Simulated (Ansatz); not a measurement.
Gas-phase electronic energies from Ansatz, PBE0-D4/def2-TZVP geometries. CCSD(T)/CBS is the MP2 limit (def2-TZVPP, def2-QZVPP) plus CCSD(T) − MP2 in def2-TZVPP, frozen cores. DFT in def2-TZVPP. B3LYP here is the variant with VWN-RPA as its local correlation; programs differ in this. One conformer a species, not always the lowest.

Reaction (redistribution): `COB(C)OC` + `CO[CH2][AlH2]` → `COB(OC)OC` + `C[CH2][AlH2]`

CCSD(T)/CBS gives -1.64 eV.

Q: Another level gave -1.59 eV. Which?
A. HF/def2-TZVPP
B. B3LYP/def2-TZVPP
C. MP2/def2-TZVPP
D. PBE/def2-TZVPP

A: B. B3LYP -1.59, MP2/def2-TZVPP -1.68, PBE -1.51, HF/def2-TZVPP -1.77 eV.

Largest T1 diagnostic among the species: 0.012.

From PBE to PBE0 (25 % exact exchange), in def2-TZVPP and without D4, ΔE moves by −0.08 eV. In def2-TZVPP, CCSD(T) changes the Hartree–Fock value by +0.12 eV (the triples alone add +0.02 eV) and MP2 by +0.08 eV.
